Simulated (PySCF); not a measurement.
C4H5 (SMILES [CH2]C#CC), doublet, geometry from GFN2-xTB; WB97X/def2-SV(P) run with PySCF.

Here is a job for PySCF.
```python
from pyscf import gto, scf, dft

mol = gto.M(
    atom='''
C    -0.01669866   -0.14473260    2.05451619
C    -0.00572650   -0.05021694    0.70569704
C     0.00420741    0.03413279   -0.51310411
C     0.01585773    0.13725248   -1.95067878
H    -0.94506085   -0.19981979    2.59400011
H     0.90273351   -0.16585290    2.61141141
H    -0.00059800    1.18728795   -2.25276024
H     0.91722312   -0.32377874   -2.35724285
H    -0.86013765   -0.35645090   -2.37399048
''',
    basis='def2-sv(p)',
    spin=1,
    verbose=5,
)

mf = dft.UKS(mol)
mf.xc = 'wb97x'
mf.grids.level = 4
mf.kernel()
mf.analyze()
```

Task: Predict the main parts of the log of this PySCF run.

Result: 
```
PySCF version 2.14.0

[INPUT] verbose = 5
[INPUT] max_memory = 4000
[INPUT] num. atoms = 9
[INPUT] num. electrons = 29
[INPUT] charge = 0
[INPUT] spin (= nelec alpha-beta = 2S) = 1
[INPUT] symmetry False subgroup None
[INPUT] Mole.unit = angstrom
[INPUT] Symbol           X                Y                Z      unit          X                Y                Z       unit  Magmom
[...]
[INPUT] ---------------- BASIS SET ----------------
[INPUT] l, kappa, [nprim/nctr], expnt,             c_1 c_2 ...
[INPUT] H
[...]
                                1.9622572         0.13796524
                                0.44453796        0.47831935
[...]
[INPUT] C
[...]
                                186.29004992      0.040638409211
                                42.251176346      0.18025593888
                                11.676557932      0.46315121755
                                3.5930506482      0.44087173314
[...]
                                2.0103545142      0.21117025112
                                0.54771004707     0.51328172114
[...]
nuclear repulsion = 94.5882190884109
number of shells = 34
number of NR pGTOs = 116
number of NR cGTOs = 66
basis = def2-sv(p)
ecp = {}

******** <class 'pyscf.dft.uks.UKS'> ********
method = UKS
initial guess = minao
damping factor = 0
level_shift factor = 0
DIIS = <class 'pyscf.scf.diis.CDIIS'>
diis_start_cycle = 1
diis_space = 8
diis_damp = 0
SCF conv_tol = 1e-09
SCF conv_tol_grad = None
SCF max_cycles = 50
direct_scf = True
direct_scf_tol = 1e-13
number electrons alpha = 15  beta = 14
XC library pyscf.dft.libxc version 7.1.2
    S. Lehtola, C. Steigemann, M. J. T. Oliveira, and M. A. L. Marques,  SoftwareX 7, 1–5 (2018)
XC functionals = wb97x
    J.-D. Chai and M. Head-Gordon,  J. Chem. Phys. 128, 084106 (2008)
radial grids:
    Treutler-Ahlrichs [JCP 102, 346 (1995); DOI:10.1063/1.469408] (M4) radial grids

becke partition: Becke, JCP 88, 2547 (1988); DOI:10.1063/1.454033
pruning grids: <function nwchem_prune>
grids dens level: 4
symmetrized grids: False
atomic radii adjust function: <function treutler_atomic_radii_adjust>
small_rho_cutoff = 0
Set gradient conv threshold to 3.16228e-05
atom C rad-grids = 90, ang-grids = [ 50  50  50  50  50  50  50  50  50  50  50  50  50  50  50  50  50  50
  50  50  50  50  50  50  50  50  50  86  86  86  86  86  86  86  86  86
  86  86 434 434 434 434 434 434 434 434 590 590 590 590 590 590 590 590
 590 590 590 590 590 590 590 590 590 590 590 590 590 590 590 590 434 434
[...]
converged SCF energy = -155.149440499913  <S^2> = 0.78388918  2S+1 = 2.0336068
Total Energy =                        -155.149440499912600
[...]
spin_pop of  2 C 1s       -0.00001
spin_pop of  2 C 2s        0.02368
spin_pop of  2 C 3s       -0.00005
spin_pop of  2 C 2px       0.05323
spin_pop of  2 C 2py       0.43279
spin_pop of  2 C 2pz       0.01106
spin_pop of  2 C 3px       0.00007
spin_pop of  2 C 3py       0.00199
spin_pop of  2 C 3pz      -0.00007
spin_pop of  2 C 3dxy     -0.00000
spin_pop of  2 C 3dyz      0.00005
spin_pop of  2 C 3dz^2    -0.00033
spin_pop of  2 C 3dxz     -0.00003
spin_pop of  2 C 3dx2-y2    0.00000
spin_pop of  3 C 1s        0.00000
spin_pop of  3 C 2s       -0.00422
spin_pop of  3 C 3s        0.00007
spin_pop of  3 C 2px      -0.00316
spin_pop of  3 C 2py      -0.00824
spin_pop of  3 C 2pz      -0.01567
spin_pop of  3 C 3px       0.00008
spin_pop of  3 C 3py       0.00030
spin_pop of  3 C 3pz       0.00011
spin_pop of  3 C 3dxy      0.00001
spin_pop of  3 C 3dyz      0.00045
spin_pop of  3 C 3dz^2    -0.00003
spin_pop of  3 C 3dxz      0.00005
spin_pop of  3 C 3dx2-y2    0.00004
spin_pop of  4 H 1s       -0.02635
spin_pop of  4 H 2s        0.00036
spin_pop of  5 H 1s       -0.02635
spin_pop of  5 H 2s        0.00036
spin_pop of  6 H 1s        0.02827
spin_pop of  6 H 2s        0.00025
spin_pop of  7 H 1s        0.00932
spin_pop of  7 H 2s        0.00009
spin_pop of  8 H 1s        0.00932
spin_pop of  8 H 2s        0.00009
 ** Mulliken Spin Density (per atom)  **
spin density of  0 C =      0.75853
spin density of  1 C =     -0.24603
spin density of  2 C =      0.52237
spin density of  3 C =     -0.03022
spin density of  4 H =     -0.02599
spin density of  5 H =     -0.02599
spin density of  6 H =      0.02852
spin density of  7 H =      0.00941
spin density of  8 H =      0.00941
 ** Mulliken pop alpha/beta on meta-lowdin orthogonal AOs **
 ** Mulliken pop       alpha | beta **
In total            15.00000 | 14.00000
 ** Mulliken atomic charges   ( Nelec_alpha | Nelec_beta ) **
charge of  0C =     -0.22576  (     3.49215      2.73362 )
charge of  1C =     -0.05537  (     2.90467      3.15070 )
charge of  2C =     -0.03567  (     3.27902      2.75665 )
charge of  3C =     -0.27291  (     3.12135      3.15157 )
charge of  4H =      0.11605  (     0.42898      0.45497 )
charge of  5H =      0.11605  (     0.42898      0.45497 )
charge of  6H =      0.11967  (     0.45442      0.42591 )
charge of  7H =      0.11897  (     0.44522      0.43581 )
charge of  8H =      0.11897  (     0.44522      0.43581 )
Dipole moment(X, Y, Z, Debye):  0.00687,  0.07498, -0.87576
```
